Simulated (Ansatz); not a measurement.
The same path of CH₄NSe (7 atoms, charge -1, multiplicity 1) was run twice with different band settings. Lost on the way: C2–H7. Made: N1–H7.

All numbers below come from Ansatz, RKS PBE0-D4/def2-SVP.

Relaxed end points:

```xyz
7
Properties=species:S:1:pos:R:3
N -0.710 0.317 -0.657
C 0.492 0.175 0.176
Se 0.542 -1.416 1.327
H -1.485 0.234 0.009
H -0.785 -0.583 -1.141
H 0.580 1.091 0.789
H 1.367 0.180 -0.502
```

```xyz
7
Properties=species:S:1:pos:R:3
N -0.253 0.140 -0.566
C 0.548 0.478 0.687
Se 1.160 -1.340 1.143
H -0.694 0.953 -1.025
H -0.944 -0.666 -0.462
H -0.266 0.711 1.414
H 0.449 -0.276 -1.190
```

Common settings: climbing image yes; spring 5.0 eV/Å²; optimiser quadratic models (default); start path through a guess of the saddle point; force threshold 0.03 eV/Å; iteration limit 60; end points relaxed.

| run | movable images |
| --- | --- |
| 1 | 7 |
| 2 | 2 |

Task: What does each run give, and how far can it be trusted?

Result: Run 1: converged after 57 iterations, highest image 3.486 eV above the first end. The profile has 2 maxima (images 2, 7) with wells between them (image 4): this band takes more than one step, which may be the mechanism or a detour left from its start path. Neighbouring images differ by up to 2.4 eV, so the band resolves the path poorly. A vibrational analysis at the climbing image gives one clearly imaginary mode, 340i cm⁻¹: a first-order saddle point.
Run 2: converged after 42 iterations, highest image 3.486 eV above the first end. Neighbouring images differ by up to 3.2 eV, so the band resolves the path poorly. Another band between the same ends (7 images) ends at a top of the same energy, where a vibrational analysis finds 1 clearly imaginary mode. So few images can step over the top or miss a turn of the path.
The orbitals stay closed-shell, which can raise the energy where a bond breaks towards radicals; this wasn't checked here. Limits of this set-up: an anion without diffuse functions, the dipole of an ion depends on the origin.
